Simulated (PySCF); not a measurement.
# A small calculation by hand: oscillator strength and radiative lifetime

C2H6Zn, SMILES [ZnH][CH2]C.

Geometry optimised at PBE-D3(BJ)/def2-SVP.

PySCF 2.14.0 with TDDFT-ωB97X/def2-SVPD puts the first singlet state with f over 0.02 at 6.92 eV (vertical), with the transition dipole (-0.429, -1.053, 0.000) in atomic units.

Problem. Find the oscillator strength, the wavelength and the radiative lifetime that this transition would have in vacuum if emission retraced absorption.

Solution. 
|μ|² = 1.2928 au, so |μ| = 2.89 D. ΔE = 6.92/27.211 = 0.2543 hartree. f = (2/3) ΔE |μ|² = 0.219 (the program prints 0.219).
λ = 1239.84/6.92 = 179 nm; ν = 55814 cm⁻¹.
Einstein's coefficient A = 0.6670 ν² f s⁻¹ (ν in cm⁻¹) = 4.6e8 s⁻¹, so τ = 1/A = 2.2 ns. This state is S3; the lower singlets have f = 0.000, 0.001. The figure is the radiative limit of this one transition; relaxation, internal conversion, crossing to triplets and a medium change what is measured.
